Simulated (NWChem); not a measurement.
System: CH$_{3}$BeI; SMILES [CH3][Be][I]

The following NWChem deck was run.

```
start job
memory heap 200 mb stack 900 mb global 1100 mb
geometry units angstroms noautoz
  Be    -0.000363    -1.557666     0.001020
  I      0.001540     0.625846     0.000801
  C     -0.000831    -3.229128    -0.002758
  H     -0.784734    -3.639232    -0.663739
  H     -0.179596    -3.646306     1.003930
  H      0.962033    -3.640284    -0.354071
end
basis spherical
  Be library def2-tzvpp
  I library def2-tzvpp
  C library def2-tzvpp
  H library def2-tzvpp
end
ecp
  I library def2-ecp
end
dft
  xc hfexch
  iterations 150
  mulliken
end
task dft energy
```

Geometry: optimised at PBE0/def2-SVP. def2 effective core potentials on I; no spin-orbit coupling.

Q: Predict the main results of this run. (Hartree-Fock/def2-TZVPP with def2 effective core potentials on I.) Quantities: basis functions; energy (Ha); highest occupied level (eV); orbital gap (eV); dipole (D).

A: The number of basis functions is 142 and the energy (Ha) is -351.00. The highest occupied level (eV) is -10.35, the orbital gap (eV) is 11.78 and the dipole (D) is 1.22.
